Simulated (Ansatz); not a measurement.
Isolated molecules relaxed with PBE0-D4/def2-TZVP in Ansatz; ΔE leaves out vibrations. CCSD(T)/CBS is the MP2 limit (def2-TZVPP, def2-QZVPP) plus CCSD(T) − MP2 in def2-TZVPP, frozen cores. This one scheme is used for every species. Functionals use def2-TZVPP. B3LYP here is the variant with VWN-RPA as its local correlation; programs differ in this. One conformer a species, not always the lowest.

Reaction (ligand exchange at the Si–C bond): `NC(N)=C[SiH3]` + `OCO` → `OCO[SiH3]` + `C=C(N)N`

CCSD(T)/CBS gives -0.62 eV.

Another level gave -0.61 eV. Which?
A. B3LYP-D4/def2-TZVPP
B. r2SCAN-D4/def2-TZVPP
C. PBE-D4/def2-TZVPP
D. HF/def2-TZVPP

A. B3LYP-D4 -0.61, PBE-D4 -0.45, HF/def2-TZVPP -0.82, r2SCAN-D4 -0.56 eV.

Largest T1 diagnostic among the species: 0.012.

From PBE to PBE0 (25 % exact exchange), in def2-TZVPP and without D4, ΔE moves by −0.04 eV. The D4 term adds +0.04 eV with B3LYP and +0.02 eV with PBE0; it sums over pairs of atoms, weighted by their polarisabilities, and B3LYP, whose exchange is more repulsive, gets the larger term.
